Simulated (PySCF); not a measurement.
PySCF input (BP86/def2-SVP):

```python
from pyscf import gto, dft

mol = gto.M(
    atom='''
    Br    0.00000000    0.00000000    0.00000000
    ''',
    basis='def2-svp',
    charge=0,
    spin=1,
    symmetry='D2h',
    verbose=4,
)

mf = dft.UKS(mol, xc='bp86')
mf.grids.level = 3
mf.conv_tol = 1e-9
mf.max_cycle = 100
mf.max_memory = 1500
mf.kernel()
if not mf.converged:
    mf = mf.newton()
    mf.kernel(mf.make_rdm1())
mf.dip_moment()
```

Output:

```
PySCF version 2.14.0

[INPUT] verbose = 4
[INPUT] num. atoms = 1
[INPUT] num. electrons = 35
[INPUT] charge = 0
[INPUT] spin (= nelec alpha-beta = 2S) = 1
[INPUT] symmetry D2h subgroup None
[INPUT] Mole.unit = angstrom
[INPUT] Symbol           X                Y                Z      unit          X                Y                Z       unit  Magmom
[INPUT]  1 Br     0.000000000000   0.000000000000   0.000000000000 AA    0.000000000000   0.000000000000   0.000000000000 Bohr   0.0

nuclear repulsion = 0
point group symmetry = SO3, use subgroup D2h
symmetry origin: [0. 0. 0.]
symmetry axis x: [1. 0. 0.]
symmetry axis y: [0. 1. 0.]
symmetry axis z: [0. 0. 1.]
num. orbitals of irrep Ag = 11
num. orbitals of irrep B1g = 3
num. orbitals of irrep B2g = 3
num. orbitals of irrep B3g = 3
num. orbitals of irrep B1u = 4
num. orbitals of irrep B2u = 4
num. orbitals of irrep B3u = 4
number of shells = 12
number of NR pGTOs = 74
number of NR cGTOs = 32
basis = def2-svp
ecp = {}

******** <class 'pyscf.dft.uks_symm.SymAdaptedUKS'> ********
method = SymAdaptedUKS
initial guess = minao
damping factor = 0
level_shift factor = 0
DIIS = <class 'pyscf.scf.diis.CDIIS'>
diis_start_cycle = 1
diis_space = 8
diis_damp = 0
SCF conv_tol = 1e-09
SCF conv_tol_grad = None
SCF max_cycles = 100
direct_scf = True
direct_scf_tol = 1e-13
number electrons alpha = 18  beta = 17
XC library pyscf.dft.libxc version 7.1.2
    S. Lehtola, C. Steigemann, M. J. T. Oliveira, and M. A. L. Marques,  SoftwareX 7, 1–5 (2018)
XC functionals = bp86
    A. D. Becke,  Phys. Rev. A 38, 3098 (1988)
    J. P. Perdew,  Phys. Rev. B 33, 8822 (1986)
    J. P. Perdew,  Phys. Rev. B 34, 7406–7406 (1986)
radial grids:
    Treutler-Ahlrichs [JCP 102, 346 (1995); DOI:10.1063/1.469408] (M4) radial grids

becke partition: Becke, JCP 88, 2547 (1988); DOI:10.1063/1.454033
pruning grids: <function nwchem_prune>
grids dens level: 3
symmetrized grids: D2h
atomic radii adjust function: <function treutler_atomic_radii_adjust>
small_rho_cutoff = 0
Freeze 0 electrons in irreps []
    35 free electrons in irreps Ag B1g B2g B3g B1u B2u B3u
Set gradient conv threshold to 3.16228e-05
tot grids = 20424
init E= -2572.98087621965
alpha HOMO (B1u) = -0.298088142212548  LUMO (Ag) = 0.236886225032589
beta  HOMO (B1u) = -0.298088142212548  LUMO (B3u) = -0.298088142212553

WARN: HOMO -0.298088142212548 >= LUMO -0.298088142212553

WARN: alpha-B1u HOMO -0.298088142212548 > system LUMO -0.298088142212553

WARN: alpha-B2u HOMO -0.298088142212555 > system LUMO -0.298088142212553

WARN: alpha-B3u HOMO -0.298088142212553 > system LUMO -0.298088142212553

WARN: beta-B1u HOMO -0.298088142212548 > system LUMO -0.298088142212553

WARN: beta-B2u HOMO -0.298088142212555 > system LUMO -0.298088142212553

WARN: beta-B3u LUMO -0.298088142212553 < system HOMO -0.298088142212548

cycle= 1 E= -2574.0656384559  delta_E= -1.08  |g|= 0.105  |ddm|= 0.762
alpha HOMO (B1u) = -0.27931552454914  LUMO (Ag) = 0.239153249611091
beta  HOMO (B1u) = -0.265543570267495  LUMO (B2u) = -0.265543570267512

WARN: HOMO -0.265543570267495 >= LUMO -0.265543570267512

WARN: beta-B1u HOMO -0.265543570267495 > system LUMO -0.265543570267512

WARN: beta-B2u LUMO -0.265543570267512 < system HOMO -0.265543570267495

cycle= 2 E= -2574.06312448696  delta_E= 0.00251  |g|= 0.106  |ddm|= 1.16
alpha HOMO (B1u) = -0.278324615366446  LUMO (Ag) = 0.240712596580248
beta  HOMO (B1u) = -0.26490355239932  LUMO (B3u) = -0.264181890922947

WARN: HOMO -0.26490355239932 >= LUMO -0.264181890922947

WARN: beta-B1u HOMO -0.26490355239932 > system LUMO -0.264181890922947

WARN: beta-B3u LUMO -0.264181890922947 < system HOMO -0.26490355239932

cycle= 3 E= -2574.06708271089  delta_E= -0.00396  |g|= 0.0404  |ddm|= 1.16
alpha HOMO (B1u) = -0.279406656721985  LUMO (Ag) = 0.240214229036884
beta  HOMO (B2u) = -0.266092218280622  LUMO (B3u) = -0.265810330451749

WARN: HOMO -0.266092218280622 >= LUMO -0.265810330451749

WARN: beta-B1u HOMO -0.266153850715194 > system LUMO -0.265810330451749

WARN: beta-B2u HOMO -0.266092218280622 > system LUMO -0.265810330451749

WARN: beta-B3u LUMO -0.265810330451749 < system HOMO -0.266092218280622

cycle= 4 E= -2574.06776896433  delta_E= -0.000686  |g|= 0.0249  |ddm|= 0.0198
alpha HOMO (B1u) = -0.280581677784988  LUMO (Ag) = 0.239530881119652
beta  HOMO (B2u) = -0.267332022927818  LUMO (B3u) = -0.266372403719453

WARN: HOMO -0.267332022927818 >= LUMO -0.266372403719453

WARN: beta-B2u HOMO -0.267332022927818 > system LUMO -0.266372403719453

WARN: beta-B3u LUMO -0.266372403719453 < system HOMO -0.267332022927818

cycle= 5 E= -2574.06814251719  delta_E= -0.000374  |g|= 0.0096  |ddm|= 0.021
alpha HOMO (B1u) = -0.280265077687899  LUMO (Ag) = 0.239720470882683
beta  HOMO (B2u) = -0.267177521778031  LUMO (B3u) = -0.26586823616752
  HOMO = -0.267177521778  LUMO = -0.265868236168  gap/eV = 0.03563
cycle= 6 E= -2574.06820704815  delta_E= -6.45e-05  |g|= 0.00147  |ddm|= 0.0114
alpha HOMO (B1u) = -0.280512053274796  LUMO (Ag) = 0.239548444428978
beta  HOMO (B1u) = -0.267448542377331  LUMO (B3u) = -0.266076122511669
  HOMO = -0.267448542377  LUMO = -0.266076122512  gap/eV = 0.03735
cycle= 7 E= -2574.06820844859  delta_E= -1.4e-06  |g|= 7.58e-05  |ddm|= 0.00203
alpha HOMO (B1u) = -0.280509589610851  LUMO (Ag) = 0.23955124165639
beta  HOMO (B2u) = -0.26744713671848  LUMO (B3u) = -0.266067441481594
  HOMO = -0.267447136718  LUMO = -0.266067441482  gap/eV = 0.03754
cycle= 8 E= -2574.06820845219  delta_E= -3.6e-09  |g|= 2.46e-05  |ddm|= 8.53e-05
alpha HOMO (B2u) = -0.280509629933981  LUMO (Ag) = 0.239550282179097
beta  HOMO (B1u) = -0.267448606736114  LUMO (B3u) = -0.266068108609684
  HOMO = -0.267448606736  LUMO = -0.26606810861  gap/eV = 0.03757
cycle= 9 E= -2574.06820845262  delta_E= -4.33e-10  |g|= 3.5e-07  |ddm|= 3.4e-05
alpha HOMO (B1u) = -0.28050981179188  LUMO (Ag) = 0.239550295392646
beta  HOMO (B1u) = -0.26744858903248  LUMO (B3u) = -0.26606805659467
  HOMO = -0.267448589032  LUMO = -0.266068056595  gap/eV = 0.03757
Extra cycle  E= -2574.06820845262  delta_E= 3.18e-12  |g|= 3.81e-08  |ddm|= 5.22e-07
converged SCF energy = -2574.06820845262  <S^2> = 0.7511266  2S+1 = 2.0011263
Dipole moment(X, Y, Z, Debye):  0.00000,  0.00000,  0.00000
```
